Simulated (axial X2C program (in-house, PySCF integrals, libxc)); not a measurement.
Which molecule has these constants?

All values come from calculations with an axial X2C code built on PySCF integrals, spin-free (one-electron X2C) or two-component (2c: spin–orbit coupling with atomic mean-field Coulomb and Gaunt terms, which also bring small scalar terms), in Dyall basis sets with cores contracted in-house; open shells are unrestricted.

A two-component CCSD(T) calculation in a Dyall 3-zeta basis gave Re = 2.184 Å, ωe = 416.4 cm⁻¹, De = 3.12 eV, Ω = 0.

Question: Which molecule is it?
A. SrF⁻
B. MgF⁻
C. BeF⁻
D. CaF⁻

Answer: A. The others have CaF⁻ 2.058 Å and 485.7 cm⁻¹ (Ω = 0); BeF⁻ 1.419 Å and 1051.4 cm⁻¹ (Ω = 0); MgF⁻ 1.830 Å and 577.4 cm⁻¹ (Ω = 0).

Frozen shells (counts by l): SrF⁻ Sr 4s3p1d, F 1s, 10 electrons correlated; CaF⁻ Ca 3s2p, F 1s, 10 electrons correlated; BeF⁻ F 1s, Be 1s, 10 electrons correlated; MgF⁻ Mg 2s1p, F 1s, 10 electrons correlated. Coupled cluster in natural virtuals with an MP2 remainder. Where the outer core of a metal is frozen, bonds come out longer and ionisation energies lower.

Each entry is the lowest single determinant of a limited PBE0 search at one distance. De goes to single-determinant-based atoms at the same level (for ions the charge split of lowest energy) and is withheld (n/a) where an atom does not fit its ground term or J level. Main or longest-lived isotopes.
